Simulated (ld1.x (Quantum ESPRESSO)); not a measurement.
**platinum, TM: configuration errors across variants**

- Element: Pt (Z = 78)
- Generator: ld1.x (Quantum ESPRESSO) 7.5
- Type: norm-conserving Troullier–Martins (Kleinman–Bylander form)
- Functional: PBE
- Relativity: scalar-relativistic
- Frozen core: [Xe] 4f14
- Valence charge: 10
- Reference configuration: 5d9 6s0.5 6p0.5
- Partial waves: 6s (bound): rc 2.15 bohr; 6p (bound): rc 2.95 bohr; 5d (bound): rc 1.30 bohr; 5f channel at 0.05 Ry: rc 2.85 bohr
- Local potential: all-electron potential smoothed inside 2.25 bohr (lloc = -2)
- Core correction: none

All-electron excitation energies from the reference (eV): (1) 5d9 6s1 6p0 -2.460; (2) 5d9 6s0 6p0 6.734; (3) 5d8 6s0 6p0 26.699; (4) 5d8 6s2 6p0 -1.456; (5) 5d8 6s1 6p1 4.108; (6) 5d9.5 6s0.5 6p0 -2.583; (7) 5d7 6s0 6p0 58.916.

Tests that are not counted but printed errors over 1 eV. “all radii scaled by about 0.75 (s 1.62, p 2.22, d 0.98, f 2.14 bohr); local potential all-electron potential smoothed inside 1.70 bohr (lloc = -2)”: 5d9.5 6s0.5 6p0 (pseudo-atom not self-consistent, printed error +7.1 eV).

A true bound ghost makes a file unfit for plane-wave use even where its test errors are small: the radial tests pick states by their node count and pass the ghost by. Where a test does run into it, the solver fails or the error is huge.

Errors AE − PS in meV (a dash: test not solved or not reliable):

| change | (1) | (2) | (3) | (4) | (5) | (6) | (7) | bound ghosts |
| --- | --- | --- | --- | --- | --- | --- | --- | --- |
| base | +1.6 | -0.3 | +2.9 | -39 | -43 | -8.7 | -98 | none |
| all radii scaled by about 0.75 (s 1.62, p 2.22, d 0.98, f 2.14 bohr); local potential all-electron potential smoothed inside 1.70 bohr (lloc = -2) | -0.8 | +4.2 | +16 | -80 | -62 | – | -37 | s |
| all radii scaled by about 0.82 (s 1.76, p 2.40, d 1.06, f 2.32 bohr); local potential all-electron potential smoothed inside 1.84 bohr (lloc = -2) | +2.6 | +2.9 | +14 | +19 | +8.8 | -4.4 | -46 | none |
| all radii scaled by about 0.97 (s 2.08, p 2.86, d 1.26, f 2.76 bohr); local potential all-electron potential smoothed inside 2.18 bohr (lloc = -2) | +1.6 | -0.2 | +7.9 | -34 | -38 | -7.9 | -77 | none |
| all radii scaled by about 1.09 (s 2.34, p 3.20, d 1.40, f 3.10 bohr); local potential all-electron potential smoothed inside 2.44 bohr (lloc = -2) | +1.5 | -0.6 | -7.9 | -46 | -50 | -9.8 | -141 | none |
| all radii scaled by about 1.14 (s 2.46, p 3.36, d 1.48, f 3.24 bohr); local potential all-electron potential smoothed inside 2.56 bohr (lloc = -2) | +1.6 | -0.7 | -18 | -47 | -52 | -10 | -179 | none |
| all radii scaled by about 1.22 (s 2.62, p 3.58, d 1.58, f 3.46 bohr); local potential all-electron potential smoothed inside 2.74 bohr (lloc = -2) | +1.8 | -0.7 | -39 | -43 | -54 | -12 | -250 | none |
| all radii scaled by about 1.30 (s 2.80, p 3.84, d 1.68, f 3.70 bohr); local potential all-electron potential smoothed inside 2.92 bohr (lloc = -2) | +2.0 | -1.1 | -59 | -37 | -52 | -12 | -313 | none |
| all radii scaled by about 1.39 (s 2.98, p 4.10, d 1.80, f 3.96 bohr); local potential all-electron potential smoothed inside 3.12 bohr (lloc = -2) | +2.1 | -2.1 | -95 | -23 | -48 | -14 | -422 | none |

(1) Give the same row for: all radii scaled by about 0.93 (s 2.00, p 2.76, d 1.22, f 2.66 bohr); local potential all-electron potential smoothed inside 2.10 bohr (lloc = -2).

Answers

(1) +1.8, +0.4, +9.6, -25, -33, -7.5, -70; bound ghosts: none.
